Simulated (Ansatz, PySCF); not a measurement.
Molecule: CH₃Se, charge 0, multiplicity 2. It need not be the lowest isomer of its formula. 
Geometry from a B3LYP-D3(BJ)/def2-TZVP (Ansatz, a quantum-chemistry and plane-wave program) optimisation:
SMILES: C[Se]
```xyz
5

C      0.7415    -1.2865    -0.3234
Se    -0.2139     0.3661     0.0914
H      1.7858    -1.1116    -0.0572
H      0.6798    -1.5062    -1.3862
H      0.3576    -2.1092     0.2745
```
Charge 0, spin multiplicity 2.

Wanted: atomisation energy (electronic, to ground-state atoms), in kcal/mol. Correlated levels leave the core frozen unless marked. UHF or UKS for open shells. No spin-orbit coupling. The frozen core is the preceding noble-gas configuration, with the filled d and f shells of earlier blocks. No relativistic terms. The coupled-cluster limit lacks core correlation, which all-electron functionals hold. Basis-set limits of correlation are two-point, X^-3; Hartree-Fock from the larger set.

```json
[
 {"level": "HF/cc-pVQZ", "program": "Ansatz", "atomisation energy (kcal/mol)": "276.2"},
 {"level": "BLYP-D3(BJ)/def2-TZVPD", "program": "Ansatz + dftd3", "atomisation energy (kcal/mol)": "373.9"},
 {"level": "r2SCAN-D3(BJ)/def2-TZVPD", "program": "Ansatz + dftd3", "atomisation energy (kcal/mol)": "375.5"},
 {"level": "TPSSh-D4/def2-TZVPD", "program": "PySCF + dftd4", "atomisation energy (kcal/mol)": "379.1"}
]
```

**Question.** Predict the CCSD(T)/CBS(cc-pVTZ,cc-pVQZ) result (Ansatz).

**Answer.** 372.6 kcal/mol
